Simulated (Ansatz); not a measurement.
# GaH3F− ([GaFH3]-): methods side by side

GaH3F−: 5 atoms, total charge -1, spin state singlet. SMILES: `[H][Ga-]([H])([H])[F]`. Geometry: a GFN2-xTB relaxation, a rough one for these elements and not checked as a minimum.

```xyz
5

Ga   -0.0016    0.0009   -0.0921
F     0.0121   -0.0189    1.6874
H     1.4870    0.0117   -0.5401
H    -0.7517    1.2942   -0.5142
H    -0.7458   -1.2880   -0.5411
```

Each level gives the energy change with the Ga1–H5 bond stretched from 1.555 to 1.943 Å (eV). The values are calculated.

| level | kind | program | value (eV) | less FCI/STO-3G | CPU time (all runs) |
| --- | --- | --- | --- | --- | --- |
| HF/STO-3G (restricted) | Hartree–Fock | Ansatz | 1.39 | +0.19 | 0.35 s |
| SVWN5/STO-3G (restricted) | LDA | Ansatz | 1.37 | +0.17 | 2 s |
| B3LYP/STO-3G (restricted) | global hybrid | Ansatz | 1.35 | +0.15 | 3.2 s |
| BHLYP/STO-3G (restricted) | global hybrid | Ansatz | 1.43 | +0.23 | 3 s |
| wB97X/STO-3G (restricted) | range-separated hybrid | Ansatz | 1.40 | +0.20 | 14 s |
| RPA@PBE/STO-3G (restricted) | RPA | Ansatz | 1.03 | -0.17 | 7.1 s |
| BCCD(T)/STO-3G (restricted) | coupled cluster or CI | Ansatz | 1.21 | +0.01 | 0.74 s |
| CCSD/STO-3G (restricted) | coupled cluster or CI | Ansatz | 1.20 | 0.00 | 0.58 s |
| FCI/STO-3G | exact in the basis | Ansatz | 1.20 | 0.00 | 37 s |

FCI/STO-3G is exact within its basis and frozen core, so for wave-function methods in that basis the difference is their error; functionals converge differently with the basis, so for them it is only a difference. All-electron rows without a relativistic Hamiltonian named are non-relativistic. Sets without diffuse functions describe the anion poorly. The first shape isn't each level's own minimum. The values span 1.03 to 1.43 eV. All rows use very small basis sets, so even the best lies far from the true value. In the correlated wave-function rows the outer d shell of Ga is correlated, in sets not made for it. CPU times are rough (shared hosts, several kinds of processor): they show what a rung costs within a factor of a few.
